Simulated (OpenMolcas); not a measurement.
C: effect of the IPEA shift

| Property | Result |
| --- | --- |
| Program | OpenMolcas |
| Basis | ANO-RCC-VQZP [5s4p3d2f1g] |
| Scalar Hamiltonian | DKH2, point nucleus |
| Active space | 4 electrons in 4 orbitals (2s 2p) |
| State averaging | 2S+1 = 3 even, 3 roots; 2S+1 = 1 even, 6 roots; 2S+1 = 5 odd, 1 root; 2S+1 = 3 odd, 8 roots |
| Spin-orbit coupling | state interaction with AMFI integrals over the reference wave functions, term energies averaged over their components |

Methods on the same reference wave functions:
A. CASSCF
B. SS-CASPT2, IPEA 0 Eh, imaginary shift 0.1 Eh (closed shells correlated: 1s)
C. SS-CASPT2, IPEA 0.25 Eh, imaginary shift 0.1 Eh (closed shells correlated: 1s)

Energies in cm⁻¹ above 2s² 2p² ³P₀, the measured ground level; measured values from NIST Handbook of Basic Atomic Spectroscopic Data.

| Level | A | B | C | Measured |
| --- | --- | --- | --- | --- |
| 2s² 2p² ³P₀ | 0.0 | 0.0 | 0.0 | 0.0 |
| 2s² 2p² ³P₁ | 15.1 | 15.1 | 15.1 | 16.4 |
| 2s² 2p² ³P₂ | 45.1 | 45.1 | 45.1 | 43.4 |
| 2s² 2p² ¹D₂ | 12734 | 10240 | 9680 | 10193 |
| 2s² 2p² ¹S₀ | 21129 | 20360 | 20020 | 21648 |
| 2s 2p³ ⁵S°₂ | 23554 | 31830 | 31170 | 33735 |
| 2s 2p³ ³D°₂ | 68543 | 60050 | 61740 | 64091 |
| 2s 2p³ ³D°₁ | 68543 | 60050 | 61740 | 64090 |
| 2s 2p³ ³D°₃ | 68543 | 60050 | 61740 | 64087 |
| 2s 2p³ ³P°₀ | 81026 | 74930 | 75250 | 75256 |
| 2s 2p³ ³P°₁ | 81026 | 74930 | 75250 | 75254 |
| 2s 2p³ ³P°₂ | 81026 | 74930 | 75250 | 75255 |

Deviations, from unrounded energies. A percentage is the sum of absolute deviations over the sum of measured energies, with the sign that they share, or ± where signs differ.

```tsv
Against measurement	Levels	A	B	C
mean absolute deviation (cm-1)	11	4000	1500	1100
fine structure of the ground term (%)	2	±5.0	±5.0	±5.0
other terms of the ground configuration (%)	2	±9.6	±4.2	-6.7
other configurations (%)	7	±9.0	-3.3	-2.1
```

C lies closest to measurement on these levels and A furthest from it. The largest miss of C in the table is 2s 2p³ ⁵S°₂, by -2600 cm-1. The ranking rests on the paired levels alone, and a cruder setting can come out closer through cancelling errors.

Between B and C the level of the table that moves most is 2s 2p³ ³D°₃, by 1700 cm-1 (lowest in B, highest in C). Moves below CASPT2's spread within the term are not significant.

From A to B the spin-free energies of the other terms of 2s² 2p² shown, above ³P, scale by factors of 0.80 to 0.96.

The lowest spin-free term lies below A's lowest term by 0.091 hartree in B, 0.084 hartree in C.

CASPT2 breaks the degeneracy within a term, and the mean is taken; among the terms shown or strongly mixed into the levels shown the widest spread is 260 cm-1 (2s 2p³ ³D°, C). Over all roots computed the reference weight is 0.90 to 0.98 in B, 0.93 to 0.99 in C; the roots of lowest weight are the least certain, and an intruder state may touch them. Without dynamic correlation excited terms often stand tens of per cent too high (terms of higher spin than the ground term too low), and those without a measured partner can miss by more than the paired ones (holds for A). Computed and measured levels are paired by configuration, term and J; levels that our copy of the source lacks, or whose pairing is in doubt (as where it misses far off the trend of its configuration), stay unpaired and out of the deviations. Levels of configurations outside the active space are missing.

° marks odd parity.
